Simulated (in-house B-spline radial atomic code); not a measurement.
Values are calculated unless marked as measured or tabulated.
## Weak and strong correlation along the adiabatic connection

Two-electron singlets in several external potentials (atomic units), by full CI in B-splines with partial waves to l = 8 (correlation energies up to 0.6 % small). The repulsion is scaled by λ at fixed density; W(λ) is the mean repulsion less the Hartree energy, W(0) = E_x, and the area under W from 0 to 1 is E_xc.

Relative drop (W(λ) − E_x)/E_x:

| system | λ = 0.12 | λ = 0.25 | λ = 0.4 | λ = 0.6 | λ = 0.8 | λ = 1 |
| --- | --- | --- | --- | --- | --- | --- |
| −Z/r, Z = 6.75 | 0.0028 | 0.0058 | 0.0091 | 0.0136 | 0.0179 | 0.0221 |
| −V exp(−r²/w²), V = 0.758, w = 9.44 | 0.0477 | 0.0880 | 0.1240 | 0.1598 | 0.1865 | 0.2072 |
| ω²r²/2 − Z/r, ω = 0.908, Z = 3 | 0.0063 | 0.0130 | 0.0204 | 0.0298 | 0.0388 | 0.0473 |
| ω²r²/2 − Z/r, ω = 0.0119, Z = 1 | 0.0352 | 0.0672 | 0.0979 | 0.1310 | 0.1576 | 0.1794 |
| −V exp(−r²/w²), V = 11.8, w = 3.93 | 0.0143 | 0.0288 | 0.0442 | 0.0628 | 0.0795 | 0.0945 |
| −Z exp(−kr)/r, Z = 2.04, k = 0.103 | 0.0108 | 0.0219 | 0.0339 | 0.0489 | 0.0627 | 0.0755 |
| −V exp(−r²/w²), V = 7.08, w = 8.08 | 0.0236 | 0.0462 | 0.0692 | 0.0954 | 0.1175 | 0.1364 |

Task: Order the systems by how far second-order (GL2) theory, half the initial slope (estimated from the first points of each curve), overshoots the correlation energy, least first.
A. ω²r²/2 − Z/r, ω = 0.0119, Z = 1
B. ω²r²/2 − Z/r, ω = 0.908, Z = 3
C. −Z exp(−kr)/r, Z = 2.04, k = 0.103
D. −V exp(−r²/w²), V = 11.8, w = 3.93
E. −V exp(−r²/w²), V = 0.758, w = 9.44
F. −Z/r, Z = 6.75
G. −V exp(−r²/w²), V = 7.08, w = 8.08

Result: F (GL2/E_c = 1.04), B (GL2/E_c = 1.09), C (GL2/E_c = 1.15), D (GL2/E_c = 1.20), G (GL2/E_c = 1.33), A (GL2/E_c = 1.49), E (GL2/E_c = 1.72).

Task: What else changes along this order?

Result: The ratio follows the bend of the curve. With it the leading natural occupation goes from 1.999 to 1.841 and −T_c/E_c from 0.96 to 0.59 between the first and the last.
